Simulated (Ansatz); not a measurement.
Geometry optimisation, UKS PBE-D4/STO-3G (Ansatz).

Input:

```yaml
crystal:
  periodic: [false, false, false]
  atoms:
    - { symbol: B, position_ang: [-1.4373, 0.9919, -0.3855] }
    - { symbol: C, position_ang: [-1.0363, 0.0873, 0.7915] }
    - { symbol: Al, position_ang: [0.9038, -0.1979, 0.6946] }
    - { symbol: B, position_ang: [1.8504, -1.0544, -0.9704] }
    - { symbol: H, position_ang: [-1.3257, 0.6917, -1.5363] }
    - { symbol: H, position_ang: [-2.0004, 2.0905, -0.167] }
    - { symbol: H, position_ang: [-1.5265, -0.8835, 0.7111] }
    - { symbol: H, position_ang: [-1.2516, 0.5789, 1.7564] }
    - { symbol: H, position_ang: [1.8659, 0.2564, 1.9754] }
    - { symbol: H, position_ang: [2.9457, -1.2358, -0.9982] }
    - { symbol: H, position_ang: [1.0773, -1.382, -1.851] }
magnetization:
  spin_polarized: true
basis:
  gaussian: { orbitals: STO-3G }
hamiltonian:
  xc: pbe
  dispersion: d4
relax:
  f_tol: 0.02
  max_steps: 40
```

Launched with:

```bash
$ ansatz run input.yaml --threads 1 --pin off --max-ram 2048MiB --backend cpu --events-out ev --progress --plain --runs-dir out
```

Q: Where does it end, and by what steps?

A: The forces met the threshold. Limits of this set-up: minimal basis. After 34 steps the energy has fallen by 1.947 eV; H10 moved furthest, 1.97 Å. Parted: B1–H5. Joined: B1–Al3, B1–B4, B4–H5.

| step | energy less start (eV) | largest force component (eV/Å) | accepted |
| --- | --- | --- | --- |
| 0 | 0.0000 | 4.112 | yes |
| 2 | -0.6379 | 0.459 | yes |
| 4 | -0.7009 | 0.307 | yes |
| 6 | -0.7513 | 0.202 | yes |
| 8 | -0.8300 | 0.443 | yes |
| 10 | -0.9108 | 0.393 | yes |
| 12 | -0.9598 | 0.392 | yes |
| 14 | -0.9934 | 0.250 | yes |
| 16 | -1.0068 | 0.175 | yes |
| 18 | -1.0376 | 0.226 | yes |
| 20 | -1.0594 | 0.369 | yes |
| 22 | -1.1098 | 0.463 | yes |
| 24 | -1.3928 | 1.141 | yes |
| 26 | -1.6697 | 0.572 | yes |
| 28 | -1.8393 | 0.775 | yes |
| 30 | -1.9228 | 0.378 | yes |
| 32 | -1.9456 | 0.150 | yes |
| 34 | -1.9474 | 0.010 | yes |

```xyz
11
Properties=species:S:1:pos:R:3
B -0.389 0.759 -0.372
C -1.140 0.069 0.863
Al 0.673 -0.408 1.066
B 0.827 -0.210 -0.999
H -0.353 -0.125 -1.528
H -0.500 1.879 -0.706
H -1.778 -0.787 0.586
H -1.686 0.726 1.555
H 1.887 -0.636 1.924
H 1.664 0.057 -1.765
H 0.859 -1.380 -0.602
```

Whether the end is a true minimum wasn't checked by a vibrational analysis.

Time of the run: 49 s on 1 thread of Intel(R) Xeon(R) 6975P-C (Granite Rapids), with other jobs on the host, peak memory 0.15 GiB.
